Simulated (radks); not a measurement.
Task: Valence configurations of the nickel ion Ni+ (all share [Ar]). Method: non-relativistic Kohn-Sham, PBE, spin-polarised, spherical densities, point nucleus; open shells are filled with parallel spins first; computed with a radial shooting solver on a logarithmic mesh with Libxc functionals. Order these by energy: 3d8 4s0.5 4p0.5; 3d7 4p2; 3d8 4s1; 3d8.5 4s0.5; 3d9; 3d8 4p1; 3d7.5 4s1.5; 3d7 4s1 4p1; 3d8.5 4p0.5.

Result: From the lowest, in eV above it: 3d9 0.000; 3d8.5 4s0.5 0.808; 3d8 4s1 2.141; 3d8.5 4p0.5 3.419; 3d8 4s0.5 4p0.5 4.924; 3d7.5 4s1.5 4.940; 3d8 4p1 7.733; 3d7 4s1 4p1 13.137; 3d7 4p2 19.508. NIST lists [Ar] 3d9 as the ground configuration; this level of theory agrees among the configurations tried. The energies are those of spherical high-spin densities, not of single terms.
